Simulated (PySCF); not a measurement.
Molecule: Se(OH)(GeH3), SMILES O[Se][GeH3]. Atoms near the plane z = 0.0 Å, at the CAM-B3LYP/def2-SVP optimised geometry (x, y, z in Å): Ge4 (-0.5, -0.3, 0.0), H6 (-1.0, 1.1, 0.0), H7 (1.0, -0.3, 0.0).

Method: CAM-B3LYP/def2-TZVP (PySCF). Cells within 0.4 Å of a nucleus heavier than hydrogen are left out (blank, or x). The values are rescaled to run from 0 to 1.

```
|55555555555555555555555555555|
|55555555555555555555555555555|
|55555555555555555555555555555|
|55555555554445555555555555555|
|55555554444444445555555555555|
|55555544444444444455555555555|
|55555444444444444445555555555|
|55555444433334444444455555555|
|55555444332233444444445555555|
|55555444321123334444444555555|
|55555444320122333444444455555|
|55555544432222233334444455555|
|55555555443332223333444445555|
|55555555555443322223344445555|
|555555666666x6322112334445555|
|55555667787xxx532101234445555|
|55555667897xxx543201334445555|
|55555667899656654323344445555|
|55555667899998765444444445555|
|55555667889998765444444455555|
|55555566788887765554444555555|
|55555556677777665555555555555|
|55555555666666665555555555555|
|55555555566666555555555555555|
|55555555555555555555555555555|
|55555555555555555555555555555|
|55555555555555555555555555555|
|55555555555555555555555555555|
|55555555555555555555555555555|
```
Scale: ten equal steps from 0.000 (start of '0') to 1.00 (end of '9'), in the order '0123456789'; x runs from -3.50 to 3.50, y from -3.50 (bottom) to 3.50 (top).

### Question
Which quantity is mapped?
(A) an orbital amplitude
(B) Laplacian of the electron density
(C) electrostatic potential
(D) electron localisation function

### Answer
A, an orbital amplitude. In full: HOMO−1 amplitude (bohr^(-3/2)).
